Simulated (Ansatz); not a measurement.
Mulliken charges of ClGeH4Si (`[SiH3][GeH][Cl]`) radical from ωB97M-V/def2-TZVPP in Ansatz (PBE0-D4/def2-TZVP geometry).

```csv
atom,x (Å),y (Å),z (Å),charge (e)
Si1,-0.828,0.360,-0.504,0.075
Ge2,1.379,-0.305,0.132,0.179
Cl3,1.216,-2.225,1.128,-0.282
H4,-1.352,-0.656,-1.450,0.002
H5,-0.729,1.680,-1.180,-0.007
H6,-1.724,0.463,0.678,0.001
H7,2.100,0.614,1.150,0.032
```

Task: By hand: the dipole of these point charges (1 e Å = 4.8032 D).

Result: Σ q r = (-0.090, 0.607, -0.289) e Å, of length 0.678 e Å = 3.26 D.

Task: How does the dipole of the full density compare? (An estimate is asked.)

Result: The calculation gave: (-0.089, 0.371, -0.209) e Å, 2.09 D; the point charges give 1.56 times that, at 6° from its direction.

Point charges leave out the atoms' own dipoles, such as those of lone pairs, and Mulliken's split depends on the basis, so the two needn't agree.
